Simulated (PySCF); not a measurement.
**Correlation energy of Mn¹³⁺ (manganese, charge +13)**

[Ne] 3s2, closed-shell 1S. All numbers are calculated (PySCF 2.14, scalar relativity by spin-free X2C-1e, in an uncontracted even-tempered set (18 s from 0.93 bohr⁻², ratio 2.5; 11 p from 1.2 bohr⁻², ratio 2.5; 5 d from 5 bohr⁻², ratio 2.7; 4 f from 7.5 bohr⁻², ratio 2.7)). Frozen: 1s2; 10 electrons correlated; the 19 highest virtual orbitals of each spin left out.

| level | correlation energy (mhartree) |
| --- | --- |
| CCSD | -413.93 |
| (T) | -2.20 |
| CCSD(T) | -416.13 |

Diagnostics: T1 = 0.0011, D1 = 0.0035, largest double amplitude 0.090.

Cost of the coupled-cluster step: about 3 core-seconds, for 10 correlated electrons.
